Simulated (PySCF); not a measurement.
Structure from NMR data

The spectra below were simulated for a compound C$_{3}$H$_{9}$NO$_{3}$Si.

$^{1}$H NMR (400 MHz, computed): δ 6.14 (m, 1H), 5.74 (m, 1H), 5.49 (m, 1H), 4.74 (d, 2H), 1.90 (br s, 2H), 0.34 (br s, 2H).

$^{13}$C{$^{1}$H} NMR (computed): δ 145.0 (CH), 117.1 (CH2), 67.4 (CH2).

Fast rotation and ring inversion assumed for equivalent nuclei, a single conformation, in vacuum, non-relativistic Hamiltonian. GFN2-xTB structure; shielding tensors at PBE0/pcSseg-1 (GIAO); PySCF.

Referencing at the same level of theory: $^{1}$H (σ = 31.72 ppm) and $^{13}$C (σ = 186.93 ppm) vs TMS.

Choose the structure that fits.
A. CO[SiH](NC=O)OC
B. CN[SiH2]OCC(=O)O
C. C=CCO[Si](N)(O)O

Results:

C. 

1. Rings plus π bonds: 1 (no ring in the answer).
2. 3 carbon signals for 3 carbons: no two carbons are equivalent.
3. Carbon types of the structure: 1 × CH, 2 × CH2, leaving 4 H on heteroatoms.
4. δC 145.0: alkene CH; an sp2 carbon of a C=C bond.
5. δC 117.1: terminal =CH2 carbon; the olefinic region.
6. δC 67.4: allylic sp3 CH2 bonded to O; deshielded by the electronegative neighbour.
7. δH 4.74: hydrogen on an allylic sp3 CH2 bonded to O; its carbon carries O, which withdraws density.
8. δH 1.90: hydrogen on an oxygen bonded to Si; exchangeable; this is the value without hydrogen bonding to other molecules.

The others: CN[SiH2]OCC(=O)O would give 3 signals for carbon-bound and other non-exchanging H, not 4; CO[SiH](NC=O)OC would give 2 carbon signals, not 3.

Exchangeable OH/NH protons stand at their gas-phase positions; hydrogen bonding in a real sample shifts them, mostly to higher δ. Shifts are as computed. Against solution values, carbons near 30 ppm lie about +3 ppm off and those near 130 ppm about +5 ppm. Of 1309 compounds with measured shifts, 239 miss one by over three times the rms of a fit or turn the order of signals round; such compounds aren't used in these exercises. Multiplicities follow the n + 1 count of equivalent neighbours, as no J values were calculated; m marks all less simple cases, F and P coupling included.
